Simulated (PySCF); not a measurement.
PySCF 2.14 output of an unrestricted PBEsol calculation on a single atom or ion in x2c-TZVPPall with one added diffuse shell each of s, p, d, f type (12s8p8d5f2g, 129 functions), with the spin-free X2C one-electron Hamiltonian (Gaussian nucleus):

```
SCF conv_tol = 1e-09
number electrons alpha = 32  beta = 27
    J. P. Perdew, A. Ruzsinszky, G. I. Csonka, O. A. Vydrov, G. E. Scuseria, L. A. Constantin, X. Zhou, and K. Burke.,  Phys. Rev. Lett. 100, 136406 (2008)
    J. P. Perdew, A. Ruzsinszky, G. I. Csonka, O. A. Vydrov, G. E. Scuseria, L. A. Constantin, X. Zhou, and K. Burke.,  Phys. Rev. Lett. 100, 136406 (2008)
cycle= 1 E= -10420.9220642199  delta_E= -0.03  |g|= 0.16  |ddm|= 0.319
cycle= 2 E= -10420.9209222219  delta_E= 0.00114  |g|= 0.191  |ddm|= 0.177
cycle= 3 E= -10420.9246981934  delta_E= -0.00378  |g|= 0.00687  |ddm|= 0.0986
cycle= 4 E= -10420.9247044394  delta_E= -6.25e-06  |g|= 0.000317  |ddm|= 0.00356
cycle= 5 E= -10420.9247044641  delta_E= -2.47e-08  |g|= 2.7e-05  |ddm|= 0.00029
cycle= 6 E= -10420.9247044643  delta_E= -2.33e-10  |g|= 2.36e-06  |ddm|= 3.44e-05
converged SCF energy = -10420.9247044643  <S^2> = 8.7520773  2S+1 = 6.0006924
```

The run itself started from symmetry-adapted Hartree-Fock orbitals and held the occupation by maximum overlap, on a logarithmic radial grid, so the iterations belong to that start.

Problem. Which element, charge and spin multiplicity is this?

Solution. Sm³⁺ (samarium, charge +3), multiplicity 6; the state was [Xe] 4f5, one real determinant.

⟨L²⟩ = 24.01 against 30 for a pure H term, so this real determinant mixes terms. Spin-orbit coupling, absent here, splits the open shell strongly.
